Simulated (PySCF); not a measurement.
**Potential energy of BiN along the bond**

Set-up: basis Bi cc-pVTZ-PP with ECP60, N cc-pVTZ; scalar-relativistic core potentials; PySCF 2.14. Energies in eV from Bi + N in their ground configurations at the same level. State: Ms = 1 determinant of mixed spin (⟨S²⟩ near 2.4), unpaired electrons π ↑↑, a mixture of terms (⟨Lz²⟩ = 2.0), a second solution, started from another occupation.

All columns are PBE0. A positive dipole means Bi(−)N(+).

```
R (Å)  E (eV)  μ (D)  Mulliken charge on Bi (basis-dependent)  HOMO (eV)  LUMO (eV)  Mayer bond order  ⟨S²⟩
1.631   2.818  -1.81                                     0.30      -4.85      -5.08              2.11  2.01
1.707   1.218  -2.11                                     0.31      -5.01      -4.81              2.08  2.01
1.783   0.157  -2.37                                     0.32      -5.17      -4.58              2.04  2.02
1.840  -0.372  -2.53                                     0.34      -5.28      -4.43              2.01  2.03
1.897  -0.728  -2.65                                     0.34      -5.39      -4.30              1.97  2.05
1.954  -0.952  -2.70                                     0.35      -5.49      -4.19              1.88  2.13
2.030  -1.110  -2.67                                     0.34      -5.59      -4.07              1.71  2.29
2.125  -1.156  -2.62                                     0.34      -5.71      -3.95              1.51  2.48
2.239  -1.075  -2.59                                     0.32      -5.82      -3.82              1.31  2.66
2.390  -0.839  -2.58                                     0.30      -5.93      -3.70              1.13  2.83
```

A fit through these points gives, at Re = 2.110 Å, μ = -2.63 D and dμ/dR = 0.685 D/Å; the reduced mass is 13.12 u.

Q: How strong is the fundamental in the double-harmonic approximation, I = 42.26·(dμ/dR)²/μred km/mol?

A: I = 42.26·(0.685)²/13.12 = 1.51 km/mol at PBE0.

⟨S²⟩ of the unrestricted solution departs from its pure value on part of the curve, where spin states mix. These are scalar-relativistic numbers at best; spin–orbit coupling would shift them, the dissociation energy most.

At some distances an empty level lies below a filled one, because the occupation is held.
